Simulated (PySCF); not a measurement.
**Bonding in `CC(=O)NC1CC1`**

Species: C5H9NO.
SMILES with atom numbers: `[CH3:1][C:2](=[O:3])[NH:4][CH:5]1[CH2:6][CH2:7]1` (hydrogens: H8, H9, H10 on C1; H11 on N4; H12 on C5; H13, H14 on C6; H15, H16 on C7)

Structure used (PBE0-D3(BJ)/def2-SVP), in Å, numbered top down from 1:
```xyz
16
C5H9NO angstrom
C      2.721    0.065    0.246
C      1.442    0.537   -0.411
O      1.425    1.366   -1.299
N      0.307   -0.044    0.077
C     -0.986    0.284   -0.423
C     -2.164    0.387    0.496
C     -2.066   -0.749   -0.490
H      2.832   -1.027    0.160
H      3.567    0.556   -0.247
H      2.728    0.324    1.316
H      0.384   -0.725    0.820
H     -0.895    1.005   -1.239
H     -2.894    1.181    0.320
H     -2.003    0.155    1.553
H     -1.841   -1.745   -0.095
H     -2.729   -0.756   -1.360
```

Bond orders from the PBE0/pcSseg-1 density (PySCF). Isolated species at its PBE0-D3(BJ)/def2-SVP geometry (one conformer only).

**Question.** Where do the orders between heavy atoms depart from those drawn in the SMILES?

**Answer.** The largest departure is 0.135, at C2–N4 (drawn single, 1.135). Drawn single, order above 1.12: C2–N4 (1.135).

**Question.** Set the Mayer orders of the bonds beside their lengths.

**Answer.** 
| bond | drawn as | length (Å) | Mayer order |
| --- | --- | --- | --- |
| C1–C2 | single | 1.514 | 0.993 |
| C2–O3 | double | 1.215 | 1.914 |
| C2–N4 | single | 1.365 | 1.135 |
| N4–C5 | single | 1.425 | 0.916 |
| C5–C6 | single | 1.497 | 0.953 |
| C6–C7 | single | 1.507 | 0.953 |
| C7–C5 | single | 1.496 | 0.954 |
| C1–H8 | single | 1.101 | 0.951 |
| C1–H9 | single | 1.096 | 0.961 |
| C1–H10 | single | 1.101 | 0.949 |
| N4–H11 | single | 1.011 | 0.924 |
| C5–H12 | single | 1.093 | 0.940 |
| C6–H13 | single | 1.093 | 0.956 |
| C6–H14 | single | 1.094 | 0.953 |
| C7–H15 | single | 1.095 | 0.952 |
| C7–H16 | single | 1.093 | 0.956 |

By pair of heavy elements: C–C: lowest C5–C6, C6–C7 and C7–C5 (0.953, 1.497 Å), highest C1–C2 (0.993, 1.514 Å); in 3 of the 6 pairs the longer bond (by over 0.003 Å) has the higher order (by 0.02 or more). C–N: lowest N4–C5 (0.916, 1.425 Å), highest C2–N4 (1.135, 1.365 Å). Bonds named together lie within 0.004.

**Question.** Sum the orders of all bonds at each heavy atom with more than one neighbour and set the sums beside the valence in the SMILES.

**Answer.** C1 3.854 (drawn 4), C2 4.042 (drawn 4), N4 2.975 (drawn 3), C5 3.763 (drawn 4), C6 3.815 (drawn 4), C7 3.815 (drawn 4). Orders between atoms that aren't bonded are not in these sums.

The Mayer order sums products of elements of PS (density times overlap matrix) between the two atoms' basis functions, so it depends on the basis set.

These values come from a run that also computed NMR shieldings. Hardware: one thread, Arm Neoverse V1, no GPU, on a shared host. Cost: 20 s.
